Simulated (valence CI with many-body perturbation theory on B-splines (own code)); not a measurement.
## Level structure of Ir XLV

Level of theory: relativistic CI+MBPT: five valence electrons over a frozen Dirac-Fock core [Ar] 3d10, radial functions for each j: 11 s, 11 p, 10 d, 8 f, 5 g, 2 h, with the one-electron correlation potential Σ1, the two-electron term Σ2, the three-electron term Σ3, Breit, model QED; selected CI, second order for the rest, scaled by the run's own slope (own B-spline code, finite nucleus).

The last digits are not significant, and no measured levels were compared; by estimate large intervals hold to a few tenths of a per cent, small ones and those within an open d or f shell to about a per cent. Among the levels kept, up to 2200 cm⁻¹ of a level comes from second order outside the variational space, and about a tenth of that is noise between levels of different J, which matters for small intervals.

Levels 46 to 90 of 187, with energies above the lowest level, (4s^2 4p1/2^2 4p3/2) J=3/2. "Leading %" is the weight of the configuration and term that name the level; weights of strongly mixed levels are sums over their largest components and can fall short, so below about 35 % the name and the second component can differ from the true leading terms, or belong to a minority configuration. In the jj column 3d3/2^4 stands for four electrons in 3d with j = 3/2. Lifetimes count E1, E2, E3, M1 and M2 decay at the calculated energies, and are blank where another channel may lead or the interval is too uncertain; long ones can be off by a factor of two.

| No. | Configuration | Term | J | E (eV) | Leading % | Lifetime | Second component | g | Leading jj |
| --- | --- | --- | --- | --- | --- | --- | --- | --- | --- |
| 46 | 4s2 4p2 4d | 2D | 3/2 | 419.18 | 68 | 634 fs | 9 % 4s2 4p2 4d 4F | 0.862 | 4s^2 4p3/2^2 4d3/2 (92 %) |
| 47 | 4s 4p3 4d | 2F° | 7/2 | 419.98 | 35 | 3.01 ps | 14 % 4s 4p3 4d 2G° | 1.218 | 4s 4p1/2^2 4p3/2 4d5/2 (83 %) |
| 48 | 4s2 4p2 4d | 2F | 7/2 | 420.19 | 53 | 26.8 ps | 35 % 4s2 4p2 4d 4D | 1.224 | 4s^2 4p3/2^2 4d5/2 (96 %) |
| 49 | 4s2 4p2 4d | 4F | 9/2 | 421.27 | 60 | 60.8 ns | 38 % 4s2 4p2 4d 2G | 1.243 | 4s^2 4p3/2^2 4d5/2 (98 %) |
| 50 | 4s2 4p2 4d | 2P | 1/2 | 423.43 | 49 | 18.3 ps | 27 % 4s2 4p2 4d 2S | 1.323 | 4s^2 4p3/2^2 4d5/2 (88 %) |
| 51 | 4s 4p3 4d | 4D° | 7/2 | 427.55 | 26 | 1.27 ps | 22 % 4s 4p3 4d 2F° | 1.194 | 4s 4p1/2^2 4p3/2 4d5/2 (86 %) |
| 52 | 4s 4p3 4d | 2P° | 1/2 | 430.75 | 46 | 2.46 ps | 38 % 4s 4p3 4d 4D° | 0.609 | 4s 4p1/2^2 4p3/2 4d5/2 (93 %) |
| 53 | 4s 4p3 4d | 2P° | 3/2 | 433.59 | 24 | 1.33 ps | 15 % 4s 4p3 4d 4P° | 1.349 | 4s 4p1/2^2 4p3/2 4d5/2 (90 %) |
| 54 | 4s2 4p2 4d | 2D | 5/2 | 435.41 | 76 | 571 ps | 15 % 4s2 4p2 4d 4D | 1.204 | 4s^2 4p3/2^2 4d5/2 (98 %) |
| 55 | 4s 4p3 4d | 2D° | 5/2 | 436.14 | 26 | 1.07 ps | 14 % 4s 4p3 4d 2F° | 1.073 | 4s 4p1/2^2 4p3/2 4d5/2 (86 %) |
| 56 | 4s2 4p2 4d | 2P | 3/2 | 444.27 | 42 | 1.20 ps | 28 % 4s2 4p2 4d 2D | 1.181 | 4s^2 4p3/2^2 4d5/2 (93 %) |
| 57 | 4s2 4p 4d2 | 4G° | 5/2 | 445.08 | 49 | 1.18 ps | 32 % 4s2 4p 4d2 2F° | 0.758 | 4s^2 4p1/2 4d3/2^2 (90 %) |
| 58 | 4s2 4p2 4d | 2D | 5/2 | 448.63 | 52 | 868 fs | 19 % 4s2 4p2 4d 2F | 1.161 | 4s^2 4p3/2^2 4d5/2 (91 %) |
| 59 | 4s2 4p 4d2 | 4D° | 1/2 | 462.15 | 41 | 603 fs | 37 % 4s2 4p 4d2 2P° | 0.634 | 4s^2 4p1/2 4d3/2^2 (90 %) |
| 60 | 4p5 | 2P° | 3/2 | 465.03 | 63 | 782 fs | 6 % 4s 4p3 4d 4D° | 1.197 | 4p1/2^2 4p3/2^3 (63 %) |
| 61 | 4s2 4p 4d2 | 4F° | 3/2 | 467.01 | 31 | 341 fs | 25 % 4s2 4p 4d2 2D° | 0.821 | 4s^2 4p1/2 4d3/2^2 (77 %) |
| 62 | 4s2 4p 4d2 | 4G° | 7/2 | 470.08 | 49 | 5.97 ps | 11 % 4s2 4p 4d2 4F° | 1.036 | 4s^2 4p1/2 4d3/2 4d5/2 (85 %) |
| 63 | 4s2 4p 4d2 | 4F° | 5/2 | 471.13 | 16 | 4.49 ps | 15 % 4s2 4p 4d2 4G° | 1.095 | 4s^2 4p1/2 4d3/2 4d5/2 (80 %) |
| 64 | 4s2 4p 4d2 | 4P° | 1/2 | 472.78 | 32 | 6.45 ps | 19 % 4s2 4p 4d2 4D° | 1.961 | 4s^2 4p1/2 4d3/2 4d5/2 (68 %) |
| 65 | 4s2 4p 4d2 | 4D° | 3/2 | 472.89 | 32 | 3.06 ps | 10 % 4s2 4p 4d2 4P° | 1.240 | 4s^2 4p1/2 4d3/2 4d5/2 (70 %) |
| 66 | 4s2 4p 4d2 | 2H° | 9/2 | 473.82 | 42 | 9.22 ps | 27 % 4s2 4p 4d2 2G° | 1.024 | 4s^2 4p1/2 4d3/2 4d5/2 (80 %) |
| 67 | 4s 4p4 | 2S | 1/2 | 477.22 | 32 | 557 fs | 30 % 4s 4p4 4P | 1.798 | 4s 4p3/2^4 (88 %) |
| 68 | 4s2 4p2 4f | 4G° | 5/2 | 484.91 | 23 | 12.2 ps | 14 % 4s 4p3 4d 4F° | 1.021 | 4s^2 4p1/2 4p3/2 4f5/2 (50 %) |
| 69 | 4s2 4p2 4f | 4G° | 7/2 | 485.07 | 30 | 19.1 ps | 26 % 4s2 4p2 4f 2G° | 1.010 | 4s^2 4p1/2 4p3/2 4f5/2 (55 %) |
| 70 | 4s2 4p2 4f | 4F° | 3/2 | 488.04 | 23 | 4.25 ps | 16 % 4s 4p3 4d 4F° | 0.916 | 4s 4p1/2 4p3/2^2 4d3/2 (44 %) |
| 71 | 4s2 4p 4d2 | 2F° | 7/2 | 489.67 | 21 | 562 fs | 19 % 4s2 4p 4d2 2G° | 1.108 | 4s^2 4p1/2 4d3/2 4d5/2 (64 %) |
| 72 | 4s2 4p 4d2 | 4D° | 5/2 | 490.25 | 14 | 488 fs | 14 % 4s2 4p 4d2 4F° | 1.140 | 4s^2 4p1/2 4d3/2 4d5/2 (72 %) |
| 73 | 4s2 4p2 4f | 4G° | 9/2 | 491.26 | 27 | 44.4 ps | 24 % 4s 4p3 4d 4G° | 1.125 | 4s 4p1/2 4p3/2^2 4d3/2 (40 %) |
| 74 | 4s2 4p2 4f | 4F° | 3/2 | 492.19 | 32 | 2.58 ps | 17 % 4s 4p3 4d 4F° | 0.804 | 4s 4p1/2 4p3/2^2 4d3/2 (42 %) |
| 75 | 4s2 4p2 4f | 4D° | 7/2 | 492.46 | 29 | 5.83 ps | 25 % 4s2 4p2 4f 2G° | 1.190 | 4s^2 4p1/2 4p3/2 4f7/2 (42 %) |
| 76 | 4s 4p3 4d | 6D° | 1/2 | 492.67 | 25 | 1.65 ps | 18 % 4s 4p3 4d 4D° | 1.709 | 4s 4p1/2 4p3/2^2 4d3/2 (65 %) |
| 77 | 4s2 4p 4d2 | 4D° | 3/2 | 494.05 | 20 | 460 fs | 17 % 4s2 4p 4d2 2P° | 1.346 | 4s^2 4p1/2 4d3/2 4d5/2 (73 %) |
| 78 | 4s 4p3 4d | 4F° | 5/2 | 494.30 | 14 | 2.34 ps | 13 % 4s2 4p2 4f 4G° | 1.092 | 4s 4p1/2 4p3/2^2 4d3/2 (41 %) |
| 79 | 4s 4p3 4d | 6D° | 7/2 | 494.80 | 21 | 5.56 ps | 15 % 4s2 4p 4d2 4D° | 1.247 | 4s^2 4p1/2 4d5/2^2 (34 %) |
| 80 | 4s2 4p2 4f | 2F° | 5/2 | 497.14 | 36 | 1.64 ps | 15 % 4s2 4p2 4f 4F° | 1.032 | 4s^2 4p1/2 4p3/2 4f5/2 (62 %) |
| 81 | 4s2 4p2 4f | 4F° | 9/2 | 498.00 | 20 | 8.79 ps | 17 % 4s2 4p2 4f 4G° | 1.219 | 4s^2 4p1/2 4p3/2 4f7/2 (51 %) |
| 82 | 4s2 4p2 4f | 2G° | 9/2 | 499.05 | 19 | 9.32 ps | 18 % 4s2 4p2 4f 4F° | 1.227 | 4s^2 4p1/2 4p3/2 4f7/2 (42 %) |
| 83 | 4s2 4p2 4f | 2F° | 7/2 | 500.75 | 26 | 1.74 ps | 16 % 4s 4p3 4d 4F° | 1.206 | 4s^2 4p1/2 4p3/2 4f7/2 (39 %) |
| 84 | 4s2 4p2 4f | 4D° | 5/2 | 501.25 | 33 | 3.27 ps | 11 % 4s2 4p2 4f 4F° | 1.203 | 4s^2 4p1/2 4p3/2 4f7/2 (69 %) |
| 85 | 4s2 4p2 4f | 2D° | 3/2 | 501.34 | 32 | 1.92 ps | 26 % 4s2 4p2 4f 4D° | 1.074 | 4s^2 4p1/2 4p3/2 4f5/2 (68 %) |
| 86 | 4s2 4p2 4f | 2P° | 1/2 | 501.95 | 43 | 3.29 ps | 32 % 4s2 4p2 4f 4D° | 0.612 | 4s^2 4p1/2 4p3/2 4f5/2 (74 %) |
| 87 | 4s2 4p2 4f | 2H° | 11/2 | 503.85 | 51 | 7.57 ps | 36 % 4s2 4p2 4f 4G° | 1.173 | 4s^2 4p1/2 4p3/2 4f7/2 (86 %) |
| 88 | 4s2 4p2 4f | 2P° | 3/2 | 505.12 | 20 | 2.26 ps | 13 % 4s2 4p 4d2 4P° | 1.305 | 4s^2 4p1/2 4d5/2^2 (50 %) |
| 89 | 4s2 4p2 4f | 2F° | 7/2 | 505.28 | 19 | 2.63 ps | 14 % 4s2 4p2 4f 4G° | 1.163 | 4s^2 4p1/2 4p3/2 4f7/2 (51 %) |
| 90 | 4s2 4p2 4f | 2D° | 5/2 | 506.52 | 25 | 2.33 ps | 13 % 4s2 4p 4d2 4D° | 1.150 | 4s^2 4p1/2 4p3/2 4f7/2 (46 %) |

Where two levels of one J and parity lie close, their mixing, g and order are uncertain.
